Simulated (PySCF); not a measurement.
Precursor series Ta F-NH2. Gas-phase values, no solvent. One relaxed conformer stands for each flexible species; it need not be the lowest.

All values below come from TPSSh-D3(BJ)/def2-TZVP // PBE-D3(BJ)/def2-SVP in PySCF. All candidates: neutral, multiplicity 1. 

The HOMO–LUMO gap comes out as 5.52 eV. The HOMO is -7.55 eV and the LUMO comes out as -2.04 eV.

Problem. Say which member has these values.
(A) [Ta(F)2(NH2)3]
(B) [Ta(NH2)5]
(C) [Ta(F)3(NH2)2]
(D) [Ta(F)5]

Solution. C, [Ta(F)3(NH2)2]. The others give [Ta(F)5]: 7.94 eV, -11.12 eV, -3.18 eV; [Ta(NH2)5]: 4.89 eV, -5.66 eV, -0.77 eV; [Ta(F)2(NH2)3]: 4.73 eV, -6.63 eV, -1.90 eV
